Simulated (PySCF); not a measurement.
## Correlation energy of Co²⁺ (cobalt, charge +2)

[Ar] 3d6 4p1, one real determinant (an excited configuration). Computed with PySCF 2.14 in ANO-RCC-VTZP (6s5p3d2f1g, 59 functions), with scalar relativity by spin-free X2C-1e. Frozen: [Ar]; 7 electrons correlated.

```
  level  correlation energy (mhartree)
   CCSD                        -125.63
    (T)                          -3.06
CCSD(T)                        -128.69
```

Diagnostics: T1 = 0.0068, D1 = 0.0182, largest double amplitude 0.089.

Question: Is a single reference adequate?

Answer: Mostly. T1 lies below 0.03, but a double amplitude of this size points to a near-degeneracy that CCSD handles and MP2 describes poorly.

The reference is one real determinant that mixes LS terms of this configuration.
